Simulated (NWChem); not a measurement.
BBr$_{2}$F; SMILES BrB(Br)F

```xyz
4

B      0.0000     0.0000    -0.6200
F      0.0000     0.0000    -1.9299
Br     1.6615     0.0000     0.3038
Br    -1.6615     0.0000     0.3038
```
Atoms are numbered in this order, from 1.

Computed with NWChem. Coordinates come from a PBE0/def2-SVP optimisation. Static field.

For level CAM-B3LYP/aug-cc-pVDZ:

```yaml
isotropic polarisability (bohr³): 54.3
anisotropy (bohr³): 27.3
```

Problem. What are these values for level CAM-B3LYP/def2-SVPD?

Solution. 
| Item | Result |
|---|---|
| isotropic polarisability (bohr³) | 55.9 |
| anisotropy (bohr³) | 26.2 |
